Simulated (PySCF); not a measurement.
C2H3, doublet, at a GFN2-xTB geometry. Base run: PySCF with B3LYP/STO-3G.

PySCF was given this input:
```python
from pyscf import gto, scf, dft

mol = gto.Mole()
mol.atom = '''
    C     0.66801280   -0.25106413    0.02041584
    C    -0.56330933    0.12414455   -0.01579794
    H     1.64284906    0.17713737    0.03734254
    H    -0.88995141    1.16819846   -0.04069879
    H    -1.38111845   -0.58381835   -0.02435116
'''
mol.basis = 'sto-3g'
mol.spin = 1
mol.verbose = 4
mol.build()

mf = dft.UKS(mol)
mf.xc = 'b3lyp'
mf.kernel()
mf.analyze()
```

The base run was repeated with changes; each row names its change, and settings that it needs were set with it.

```csv
change,ΔE vs base (µEh),SCF cycles,<S^2>,outcome
base,0.0,10,0.765,converged
DIIS = EDIIS,-,50,-,not converged
diis_space = 12,0.0,10,0.765,converged
conv_tol = 1e-4,36.3,5,0.761,converged
level_shift = 0.5 (with mf.max_cycle = 100),0.0,19,0.765,converged
conv_tol = 1e-11,0.0,11,0.765,converged
conv_tol = 1e-12,0.0,11,0.765,converged
conv_tol = 1e-6,0.0,8,0.765,converged
init_guess = mod_huckel,0.0,11,0.765,converged
diis_space = 20,0.0,10,0.765,converged
init_guess = 1e,0.0,11,0.765,converged
level_shift = 1.0 (with mf.max_cycle = 100),0.0,28,0.765,converged
damp = 0.5; diis_start_cycle = 5,0.0,12,0.765,converged
```

Open shells are given as the SCF converged; they aren't shown to be the lowest states, and a large step between rows can be another state.
